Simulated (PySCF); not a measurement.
H2S2Si, SMILES S[Si]S (PBE0/def2-SVP optimised geometry):

```
5

Si    -0.995    -0.618     0.000
S     -1.289     1.518     0.000
H     -0.009     1.964     0.000
S      1.160    -0.618     0.000
H      1.289    -1.964     0.001
```

Level of theory: PBE0/def2-TZVP (PySCF).

### Question
What are the frontier orbital energies and the dipole moment?

### Answer
HOMO-2 -8.79 eV, HOMO-1 -7.70 eV, HOMO -7.13 eV, LUMO -2.22 eV, LUMO+1 -0.51 eV; dipole moment 1.07 D.

On the same geometry PBE/def2-TZVP run with PySCF 2.14.0 gives HOMO-2 -7.56 eV, HOMO-1 -6.55 eV, HOMO -6.09 eV, LUMO -2.95 eV, LUMO+1 -1.39 eV; dipole moment 1.03 D.

Meta-Löwdin charges at PBE0/def2-TZVP: Si1 0.26, S2 -0.24, H3 0.11, S4 -0.24, H5 0.11.
